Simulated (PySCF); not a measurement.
Ligand exchange on a metal centre used in film growth or etching (Mo F-OH). Isolated molecules, 0 K electronic values unless said otherwise. One relaxed conformer stands for each flexible species; it need not be the lowest.

Computed with B3LYP-D3(BJ)/def2-TZVP // TPSS-D3(BJ)/def2-SVP (PySCF 2.14.0). B3LYP has the VWN-RPA correlation part, as in Gaussian. 

```json
[
 {"species": "0 of 6 F replaced by OH", "coordination number": "6", "HOMO (eV)": "-12.51", "mean distance from the central atom to its bonded neighbours (Å)": "(withheld)", "LUMO (eV)": "(withheld)"},
 {"species": "1 of 6 F replaced by OH ([Mo(F)5(OH)])", "coordination number": "6", "HOMO (eV)": "-11.24", "mean distance from the central atom to its bonded neighbours (Å)": "1.846", "LUMO (eV)": "(withheld)"},
 {"species": "2 of 6 F replaced by OH ([Mo(F)4(OH)2])", "coordination number": "(withheld)", "HOMO (eV)": "-10.52", "mean distance from the central atom to its bonded neighbours (Å)": "1.859", "LUMO (eV)": "-4.85"},
 {"species": "3 of 6 F replaced by OH", "coordination number": "(withheld)", "HOMO (eV)": "(withheld)", "mean distance from the central atom to its bonded neighbours (Å)": "1.878", "LUMO (eV)": "-4.61"},
 {"species": "4 of 6 F replaced by OH ([Mo(F)2(OH)4])", "coordination number": "6", "HOMO (eV)": "-9.20", "mean distance from the central atom to its bonded neighbours (Å)": "(withheld)", "LUMO (eV)": "-4.07"},
 {"species": "5 of 6 F replaced by OH ([Mo(F)(OH)5])", "coordination number": "6", "HOMO (eV)": "-8.84", "mean distance from the central atom to its bonded neighbours (Å)": "1.910", "LUMO (eV)": "-3.88"},
 {"species": "6 of 6 F replaced by OH ([Mo(OH)6])", "coordination number": "6", "HOMO (eV)": "-8.56", "mean distance from the central atom to its bonded neighbours (Å)": "1.925", "LUMO (eV)": "-3.89"}
]
```

Question: Some entries are withheld; supply them.

Answer: 
- 0 of 6 F replaced by OH, mean distance from the central atom to its bonded neighbours (Å): 1.840
- 0 of 6 F replaced by OH, LUMO (eV): -6.20
- 1 of 6 F replaced by OH ([Mo(F)5(OH)]), LUMO (eV): -5.45
- 2 of 6 F replaced by OH ([Mo(F)4(OH)2]), coordination number: 6
- 3 of 6 F replaced by OH, coordination number: 6
- 3 of 6 F replaced by OH, HOMO (eV): -9.71
- 4 of 6 F replaced by OH ([Mo(F)2(OH)4]), mean distance from the central atom to its bonded neighbours (Å): 1.892
